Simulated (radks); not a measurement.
Species: Nd. Configuration: [Xe] 4f3 5d1 6s2 (not the ground configuration).

Calculated with a radial shooting solver on a logarithmic mesh with Libxc functionals: scalar-relativistic Kohn-Sham, LDA (Slater exchange, Perdew-Wang correlation), spin-unpolarised, spherical densities, finite nucleus; Fermi nuclear charge, rms radius 4.9123 fm.

Energy parts (hartree):
part                       energy
total                  -9616.5068
kinetic                10231.4736
electron-nucleus      -23348.9182
Hartree                 3715.8151
exchange-correlation    -214.8773

Orbitals (lengths in bohr, moments of r in powers of bohr; r(max) is where P^2 peaks; r(90%) holds 90 % of the orbital's charge):
\begin{tabular}{lrrrr}
orbital & occ. & eigenvalue (hartree) & r(max) & r(90%) \\ \hline
1s & 2 & -1593.469 & 0.01511 & 0.0427 \\
2s & 2 & -257.9847 & 0.08558 & 0.156 \\
2p & 6 & -230.7787 & 0.06894 & 0.145 \\
3s & 2 & -56.17302 & 0.2440 & 0.391 \\
3p & 6 & -47.58989 & 0.2389 & 0.396 \\
3d & 10 & -35.64282 & 0.1960 & 0.378 \\
4s & 2 & -11.35423 & 0.5648 & 0.872 \\
4p & 6 & -8.53468 & 0.5893 & 0.934 \\
4d & 10 & -4.52182 & 0.6172 & 1.06 \\
5s & 2 & -1.61065 & 1.303 & 2.08 \\
5p & 6 & -0.90985 & 1.470 & 2.47 \\
4f & 3 & -0.26189 & 0.6505 & 1.72 \\
6s & 2 & -0.14732 & 3.561 & 6.14 \\
5d & 1 & -0.11246 & 2.095 & 4.65 \\
\end{tabular}

The highest occupied level is 5d at -3.060 eV. The electron density at the nucleus is 4.705e+05 e/bohr^3 (large components only). The density falls to 0.001 e/bohr^3 at r = 5.34 bohr. Summed over all electrons, <r^2> = 88.37 bohr^2, which gives a Langevin (diamagnetic) susceptibility term of -70 x 10^-6 cm^3/mol.
